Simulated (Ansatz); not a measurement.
Input for Ansatz (a quantum-chemistry and plane-wave program): R-PBE0/def2-TZVPPD on CH7ISi (a complex), monomers drawn apart or pushed together. Elements past Kr take the def2 small-core potentials; no spin–orbit coupling. Files ending in .json are basis or fitting sets from the Basis Set Exchange.

Ansatz 0.2 input:
```yaml
crystal:
  periodic: [false, false, false]
  atoms:
    - {symbol: Si, position_ang: [0.14233455, 0.04488763, -0.03849590]}
    - {symbol: H, position_ang: [1.28925140, -0.85688103, 0.19584535]}
    - {symbol: H, position_ang: [0.23097372, 1.21991516, 0.85687301]}
    - {symbol: H, position_ang: [-1.12633037, -0.67199949, 0.21983356]}
    - {symbol: H, position_ang: [0.15633337, 0.50878878, -1.44607821]}
    - {symbol: C, position_ang: [-2.01172309, 0.22531785, 3.91495026]}
    - {symbol: I, position_ang: [-0.36282883, -1.08008799, 4.38686895]}
    - {symbol: H, position_ang: [-2.59402025, -0.25966385, 3.14029247]}
    - {symbol: H, position_ang: [-2.58834537, 0.36082695, 4.82246764]}
    - {symbol: H, position_ang: [-1.59090798, 1.16085444, 3.56551536]}
basis:
  gaussian:
    orbitals: def2-TZVPPD.json
hamiltonian:
  xc: {name: PBE0}
scf: {lower_state_search: off}
```

Program output:

```
WARN ansatz: RAYON_NUM_THREADS=2 ignored (pool sized by the plan → 2); use --threads N
Functional definition: PBE0
these checks for a lower state are left out or cut short: stability, starts, cluster_reference, orbital_swaps, neighbouring_geometries, increment
integrals: 0.19 GiB planned
1368 factors; their error is unknown
mean field: 1.64 GiB planned
mean field evaluation 1: about -17120.8278 eV, gradient 4.4e1 eV
mean field evaluation 2: about -17116.8479 eV, gradient 5.6e1 eV
mean field evaluation 4: about -17125.3260 eV, gradient 2.4e0 eV
mean field evaluation 8: about -17125.3332 eV, gradient 1.3e-2 eV
mean field evaluation 16: about -17125.5732 eV, gradient 6.8e-5 eV
mean field -17125.57317968 eV, -629.3532062227 hartree, gradient 2.0e-6 eV, S^2 0.000000; 0 other end points of the search recorded, 0 dependent functions left out
reference -17125.57322032 eV, -629.3532077162 hartree; 26, 26 occupied and 237, 237 virtual orbitals, 1368 factors
Total energy: -17125.57322032 eV, -629.3532077162 hartree
Checks for a lower state left out: stability, starts, cluster_reference, orbital_swaps, neighbouring_geometries, increment
```

The run converged.

Cost: about 5 core-seconds (a rough figure).
